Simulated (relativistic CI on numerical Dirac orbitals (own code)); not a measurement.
# Tb²⁺ (4f9) in a crystal field

Calculated by Dirac-Coulomb-Breit CI, separate exchange-only KLI orbitals for each configuration, model QED (radiative potential, 1s self-energy scaled to tabulated hydrogen-like ionisation energies), valence Slater integrals scaled by 0.7, one configuration in a parametric crystal field (own radial code).

Field parameters in Wybourne normalisation; cubic f-shell fields have B⁴₄ = √(5/14) B⁴₀ and B⁶₄ = −√(7/2) B⁶₀. The field is a parameter set, without covalency.

S is read from ⟨S²⟩ = S(S + 1).

Powder χT (cm³ K mol⁻¹) by Van Vleck's formula, with temperature-independent terms:

| Field | 2 K | 5 K | 10 K | 20 K | 50 K | 100 K | 200 K | 300 K |
| --- | --- | --- | --- | --- | --- | --- | --- | --- |
| D3h, B20 = 90, B40 = -420, B60 = -260, B66 = 50 cm⁻¹ | 6.59 | 9.34 | 11.5 | 12.8 | 13.6 | 13.9 | 13.9 | 14 |
| Oh, B40 = -510, B60 = 260 cm⁻¹ | 6.44 | 8.1 | 10.1 | 11.9 | 13.2 | 13.7 | 13.9 | 13.9 |

Q: For D3h, B20 = 90, B40 = -420, B60 = -260, B66 = 50 cm⁻¹: what effective moment follows at 300 K?

A: μ_eff = √(8χT) = 10.56 μB. The LS value g√(J(J + 1)) of the free ion's 6H°_15/2 level is 10.65 μB.
